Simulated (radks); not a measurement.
The palladium ion Pd11+, 35 electrons, occupied as [Ar] 3d10 4s2 4p5 (the NIST ground configuration).

Calculated with a radial shooting solver on a logarithmic mesh with Libxc functionals: scalar-relativistic Kohn-Sham, LB94 model potential, spin-polarised, spherical densities, finite nucleus; open shells are filled with parallel spins first (spin-orbit coupling, left out, can overturn this in heavy ions); Fermi nuclear charge, rms radius 4.5318 fm.

Energy parts (eV):
part                   energy
kinetic            141839.767
electron-nucleus  -321625.147
Hartree             47210.286
(The LB94 potential has no energy functional, so no total or exchange-correlation energy is given.)

Orbitals (lengths in bohr, moments of r in powers of bohr; <r^-3> diverges for s and p1/2):
\begin{tabular}{lrrrrr}
orbital & occ. & eigenvalue (eV) & <r^-3> & <1/r> & <r^4> \\ \hline
1s up & 1 & -24534.92 & - & 48.28 & 4.844e-06 \\
1s down & 1 & -24534.93 & - & 48.29 & 4.844e-06 \\
2s up & 1 & -3803.580 & - & 10.96 & 0.0008625 \\
2s down & 1 & -3803.414 & - & 10.96 & 0.0008625 \\
2p up & 3 & -3440.326 & 3539 & 10.62 & 0.0006163 \\
2p down & 3 & -3440.059 & 3539 & 10.62 & 0.0006164 \\
3s up & 1 & -882.8255 & - & 3.831 & 0.04059 \\
3s down & 1 & -882.6867 & - & 3.829 & 0.04066 \\
3p up & 3 & -762.8982 & 625.6 & 3.661 & 0.04316 \\
3p down & 3 & -762.7793 & 625.0 & 3.659 & 0.04324 \\
3d up & 5 & -572.6470 & 86.52 & 3.454 & 0.04078 \\
3d down & 5 & -572.5693 & 86.45 & 3.453 & 0.04085 \\
4s up & 1 & -302.9834 & - & 1.591 & 1.050 \\
4s down & 1 & -302.4103 & - & 1.597 & 1.042 \\
4p up & 3 & -264.9435 & 133.1 & 1.481 & 1.336 \\
4p down & 2 & -264.2574 & 134.5 & 1.487 & 1.328 \\
\end{tabular}

The highest occupied level is 4p down at -264.26 eV. For comparison, the ionisation energy in NIST's Atomic Spectra Database is 260 eV (theoretical). In exact Kohn-Sham theory the highest level is minus the ionisation energy, but local and semilocal functionals leave it too shallow, through self-interaction and a potential that decays too fast; potentials with the right tail come closer. The spin density at the nucleus is -1.190 e/bohr^3 (1s -0.616, 2s 0.860, 3s 1.320, 4s -2.754). Summed over all electrons, <r^2> = 9.456 bohr^2, which gives a Langevin (diamagnetic) susceptibility term of -7.49 x 10^-6 cm^3/mol. The electron density at the nucleus is 1.361e+05 e/bohr^3 (large components only). Spin moment in Bohr magnetons: 1. The density falls to 0.001 e/bohr^3 at r = 2.09 bohr.
